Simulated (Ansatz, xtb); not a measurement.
# C3H6Cl2Si2: 5 structures ranked

5 gas-phase structures of C3H6Cl2Si2, from a drawn sample of its isomers (lower ones may exist). Each was relaxed with GFN2-xTB; where two conformers were screened, the lower at r2SCAN-D4/def2-SVP is listed:

A. `C#CC[Si]([SiH3])(Cl)Cl`, a singlet
B. `ClC1=C(Cl)[SiH2][SiH2]C1`, a singlet
C. `ClC[SiH2]C#C[SiH2]Cl`, a singlet
D. `[SiH3]C#C[Si@H](Cl)CCl`, a singlet
E. `Cl[C@@H]1C=C[SiH2][Si@@H]1Cl`, a singlet

Task: Make a reasoned guess at their ranking by r2SCAN-D4/def2-SVP single-point energy.

Result: Calculated order at r2SCAN-D4/def2-SVP: A (0.0), E (4.0), D (22.5), C (24.5), B (30.1) kcal/mol.

Energies above the lowest of each column, in kcal/mol; the last columns are at PBE-D3(BJ)/def2-SVP geometries and were run for some of them only (a dash: not run or not comparable):

| structure | GFN2-xTB | HF/STO-3G | r2SCAN-D4/def2-SVP | PBE-D3(BJ)/def2-SVP | CCSD(T)/def2-SVP + ΔMP2/def2-TZVPP |
| --- | --- | --- | --- | --- | --- |
| A | 0.0 | 3.7 | 0.0 | 0.0 | 0.0 |
| E | 4.1 | 0.0 | 4.0 | 2.1 | 7.0 |
| D | 20.9 | 20.8 | 22.5 | 25.2 | 18.3 |
| C | 18.9 | 20.8 | 24.5 | – | – |
| B | 20.7 | 29.2 | 30.1 | – | – |

CCSD(T)/def2-SVP + ΔMP2/def2-TZVPP puts A lowest of those it was run on; HF/STO-3G picks E. Flexible structures stand in one conformer each, not always the lowest. Frequencies (GFN2-xTB) were run for A, D, E alone. ΔMP2 is the change of the MP2 energy from the smaller to the larger basis.

Over these structures GFN2-xTB departs from r2SCAN-D4/def2-SVP by 3.4 kcal/mol on average once a common shift is removed. A GFN2-xTB relaxation took about 0.12 s and the r2SCAN-D4/def2-SVP energy about 1.3 s on a shared host (Ansatz 0.2.0, xtb 6.7.1).
